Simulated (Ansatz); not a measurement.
System: trichloro(ethyl)silane, C2H5Cl3Si (charge 0, singlet). 
Structure (B3LYP-D3(BJ)/def2-TZVP (Ansatz, a program for electronic structure) minimum search):
```
C
H 1 1.0939
H 1 1.0939 2 106.54
C 1 1.5327 2 110.98 3 -120.92
H 4 1.0906 1 111.28 2 -60.72
H 4 1.0906 5 107.82 1 122.31
H 4 1.0908 5 107.85 6 116.22
Si 1 1.8535 2 106.80 3 113.87
Cl 8 2.0504 1 110.46 2 -56.85
Cl 8 2.0521 1 110.69 2 -176.93
Cl 8 2.0521 1 110.69 2 63.24
```
Charge 0, spin multiplicity 1.

Parts of the frozen-core correlation energy in cc-pV(D+d)Z (Ansatz, hartree). Frozen orbitals: 22; correlated occupied orbitals by spin: 19 and 19; virtual: 104 and 104. No spin-orbit coupling. No relativistic terms.

```
term                             value
-------------------------  -----------
reference (HF)             -1746.28189
MP2 opposite-spin             -0.58757
MP2 same-spin                        …
CCSD correlation                     …
(T)                                  …
T1 diagnostic                    0.008
largest doubles amplitude        0.018
```

**Question.** Some entries are withheld; supply them.

**Answer.** 
- MP2 same-spin, value: -0.20388
- CCSD correlation, value: -0.86097
- (T), value: -0.02347
